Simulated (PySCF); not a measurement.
Simulated C 1s region for `CCC[SeH]`, binding energy against the vacuum level.

Every computed line was given a Gaussian of 1.0 eV full width at half maximum and an area set by the number of equivalent atoms; the highest printed point is 100. The calculation used PySCF 2.14.0, delta-SCF UKS SCAN, pcX-2 on the ionised atom, pcseg-1 elsewhere, spin-free X2C.

(binding energy (eV), intensity): (289.3, 0), (289.4, 0), (289.5, 1), (289.6, 2), (289.7, 4), (289.8, 6), (289.9, 11), (290.0, 17), (290.1, 25), (290.2, 36), (290.3, 48), (290.4, 62), (290.5, 75), (290.6, 87), (290.7, 95), (290.8, 100), (290.9, 100), (291.0, 95), (291.1, 86), (291.2, 74), (291.3, 61), (291.4, 48), (291.5, 36), (291.6, 26), (291.7, 17), (291.8, 11), (291.9, 7), (292.0, 4), (292.1, 2), (292.2, 1), (292.3, 1), (292.4, 0), (292.5, 0)

Problem. Count the maxima, the lines and the sites behind this envelope.

Solution. The curve has 1 maximum (at 290.8 eV). Under it lie 3 lines from 3 inequivalent carbon sites. At this width some lines have no maximum of their own.

Problem. Decompose the envelope and assign each component. Numbering: `[CH3:1][CH2:2][CH2:3][SeH:4]`.

Solution. 
```tsv
position (eV)	relative area	line	atoms	environment
290.72	1	C 1s	C1	methyl carbon
290.77	1	C 1s	C2	chain CH2 carbon
291.07	1	C 1s	C3	sp3 carbon bound to selenium
```

The listed C 1s values span 0.35 eV, from C1 (bonded to C and 3 H) to C3 (bonded to C, Se and 2 H). The widest gap between neighbouring values is 0.30 eV, between 290.77 and 291.07 eV. The values 290.72 and 290.77 eV lie too close for their order to be trusted.

No satellites, vibrations or lifetime broadening are included. Isolated species at its PBE0-D3(BJ)/def2-SVP geometry (one conformer only).

Hardware: one thread of an x86-64 server (shared host). Cost: 16 s of wall time.

Conformer computed: `[CH3:1][CH2:2][CH2:3][SeH:4]`: C1–C2–C3–Se4 -178°, H–Se4–C3–C2 -63°.
